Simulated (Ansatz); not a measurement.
Stepwise reaction of `[CH3][Y]([CH3])[F]` with hydrogen chloride, as a gas-phase model of exchange steps in deposition or etching. ΔE in kJ/mol; ΔG adds harmonic PBE0-D4 terms to CCSD(T)/CBS, at 1 bar.

Computed with Ansatz on PBE0-D4/def2-TZVP structures; ΔE is electronic, products minus reactants. CCSD(T)/CBS adds triple-zeta CCSD(T) − MP2 to the extrapolated MP2 energy (def2 sets, frozen cores). This one scheme is used for every species. Functionals use def2-TZVPP. B3LYP here is the variant with VWN-RPA as its local correlation; programs differ in this. def2 core potentials past Kr. For Y outer-core shells are correlated without core-valence functions, which leaves a few kJ/mol of doubt a bond.

| step | reaction | PBE-D4 | B3LYP-D4 | ωB97M-V | CCSD(T)/CBS | ΔG(400 K) |
| --- | --- | --- | --- | --- | --- | --- |
| 2 | `[CH3][Y]([F])[Cl]` + HCl → `[F][Y]([Cl])[Cl]` + CH₄ | -249.7 | -259.9 | -256.3 | -256.9 | -228.7 |

Give the row of step 1, `[CH3][Y]([CH3])[F]` + HCl → `[CH3][Y]([F])[Cl]` + CH₄. (An estimate is asked.)

Ansatz gave: 
```tsv
step	reaction	PBE-D4	B3LYP-D4	ωB97M-V	CCSD(T)/CBS	ΔG(400 K)
1	`[CH3][Y]([CH3])[F]` + HCl → `[CH3][Y]([F])[Cl]` + CH₄	-253.4	-265.3	-264.7	-265.2	-245.7
```

By hand: ΔE of the 2 steps together at CCSD(T)/CBS.

(-265.2) + (-256.9) = -522.1 kJ/mol, or -261.0 kJ/mol a step.

In ΔE each step is higher than the one before. All are downhill at CCSD(T)/CBS. ΔG lies between -245.7 and -228.7 kJ/mol a step. PBE-D4 differs from CCSD(T)/CBS by 7.2 to 11.8 kJ/mol a step. Isolated molecules leave out the surface, adducts and barriers. Largest T1 diagnostic: 0.013.
